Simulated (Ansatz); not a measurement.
A structure relaxed at PBE-D4/def2-SVP in Ansatz, charge 0, singlet:

```tsv
atom	x (Å)	y (Å)	z (Å)
Sn1	0.137	-0.011	0.221
N2	0.073	1.634	-1.012
C3	0.587	1.500	-2.362
C4	0.307	2.937	-0.421
N5	-0.508	-1.525	-1.016
C6	-1.740	-1.329	-1.756
C7	-0.246	-2.902	-0.652
N8	-0.892	0.603	1.907
C9	-0.776	-0.180	3.121
C10	-2.214	1.166	1.704
N11	1.959	-0.673	0.941
Si12	3.342	-1.002	-0.081
H13	0.438	0.467	-2.737
H14	1.680	1.736	-2.448
H15	0.055	2.193	-3.057
H16	1.386	3.241	-0.426
H17	-0.042	2.958	0.631
H18	-0.251	3.728	-0.978
H19	-2.651	-1.701	-1.219
H20	-1.702	-1.871	-2.732
H21	-1.896	-0.254	-1.981
H22	-1.079	-3.378	-0.071
H23	0.676	-2.977	-0.042
H24	-0.095	-3.528	-1.565
H25	-1.528	-1.008	3.199
H26	-0.920	0.464	4.020
H27	0.230	-0.642	3.203
H28	-2.465	1.880	2.524
H29	-3.033	0.400	1.686
H30	-2.258	1.729	0.750
H31	2.168	-0.288	1.870
H32	2.807	-1.502	-1.395
H33	4.224	0.195	-0.362
H34	4.227	-2.059	0.533
```

Task: Give its formula, name or SMILES.

Result: (NMe2)3Sn-NH-SiH3 (C₆H₂₂N₄SiSn).

Task: Summarise the bond lengths by kind (pairs closer than 1.2 times the sum of covalent radii, bridged metal pairs left out).

Result: 6 × C–N 1.45 Å; 4 × N–Sn 2.06 to 2.07 Å; 1 × N–Si 1.75 Å; 18 × C–H 1.11 to 1.12 Å; 3 × H–Si 1.50 to 1.51 Å; 1 × H–N 1.03 Å.

In the def2 sets Sn takes a core potential; there is no spin–orbit coupling.
